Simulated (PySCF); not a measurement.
PySCF 2.14 output of an unrestricted r2SCAN calculation on a single atom or ion in aug-cc-pVTZ with one added diffuse shell each of s, p, d, f, g type (9s8p6d4f3g, 118 functions), with no relativity, point nucleus:

```
SCF conv_tol = 1e-09
number electrons alpha = 11  beta = 9
    J. W. Furness, A. D. Kaplan, J. Ning, J. P. Perdew, and J. Sun.,  J. Phys. Chem. Lett. 11, 8208-8215 (2020)
    J. W. Furness, A. D. Kaplan, J. Ning, J. P. Perdew, and J. Sun.,  J. Phys. Chem. Lett. 11, 9248-9248 (2020)
    J. W. Furness, A. D. Kaplan, J. Ning, J. P. Perdew, and J. Sun.,  J. Phys. Chem. Lett. 11, 8208-8215 (2020)
    J. W. Furness, A. D. Kaplan, J. Ning, J. P. Perdew, and J. Sun.,  J. Phys. Chem. Lett. 11, 9248-9248 (2020)
cycle= 1 E= -848.576868047314  delta_E= -0.00462  |g|= 0.00896  |ddm|= 1.16
cycle= 2 E= -848.576894370436  delta_E= -2.63e-05  |g|= 0.00496  |ddm|= 0.0788
cycle= 3 E= -848.576900555163  delta_E= -6.18e-06  |g|= 0.000974  |ddm|= 0.0558
cycle= 4 E= -848.576900825728  delta_E= -2.71e-07  |g|= 1.82e-05  |ddm|= 0.00909
cycle= 5 E= -848.576900825973  delta_E= -2.45e-10  |g|= 3.26e-06  |ddm|= 0.000171
converged SCF energy = -848.576900825973  <S^2> = 2.0009211  2S+1 = 3.000614
```

The run itself started from symmetry-adapted Hartree-Fock orbitals and held the occupation by maximum overlap, on a logarithmic radial grid, so the iterations belong to that start.

Which element, charge and spin multiplicity is this?

Ti²⁺ (titanium, charge +2), multiplicity 3; the state was [Ar] 3d2, high-spin 3F determinant.
